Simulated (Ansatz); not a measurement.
`COB(O)F` + `C=[CH][AlH2]` → `COBF` + `C=[C](O)[AlH2]`  (redistribution)

Calculated with Ansatz (gas phase, PBE0-D4/def2-TZVP geometries, no zero-point term in ΔE). CCSD(T)/CBS adds triple-zeta CCSD(T) − MP2 to the extrapolated MP2 energy (def2 sets, frozen cores). DFT in def2-TZVPP. B3LYP here is the variant with VWN-RPA as its local correlation; programs differ in this. Each species was taken in one conformer, which may not be the lowest.

Task: Is it downhill or uphill in electronic energy at CCSD(T)/CBS, and by how much? (Estimate.)

Result: The calculation gave: Uphill: ΔE = +1.95 eV.

Task: What do these levels give: B3LYP-D4, ωB97X-V, ωB97M-V, BLYP, r2SCANh, CAM-B3LYP, RPA@PBE/def2-TZVPP, MP2/def2-SVP, CCSD(T)/def2-TZVPP, HF/def2-QZVPP, MP2/def2-QZVPP, MP2/CBS(def2)? (An estimate is asked.)

Result: Computed: B3LYP-D4 1.86, ωB97X-V 1.86, ωB97M-V 1.91, BLYP 1.76, r2SCANh 1.90, CAM-B3LYP 1.90, RPA@PBE/def2-TZVPP 1.88, MP2/def2-SVP 2.08, CCSD(T)/def2-TZVPP 1.96, HF/def2-QZVPP 2.09, MP2/def2-QZVPP 1.98, MP2/CBS(def2) 1.97 eV.

Largest T1 diagnostic among the species: 0.013.

From BLYP to BHLYP (50 % exact exchange), in def2-TZVPP and without D4, ΔE moves by +0.23 eV. Leaving LDA and LC-ωPBE aside and taking each functional with its dispersion term where it has one, the values, not all of them listed here, spread over 0.27 eV, from PBE-D4 to BHLYP-D4.
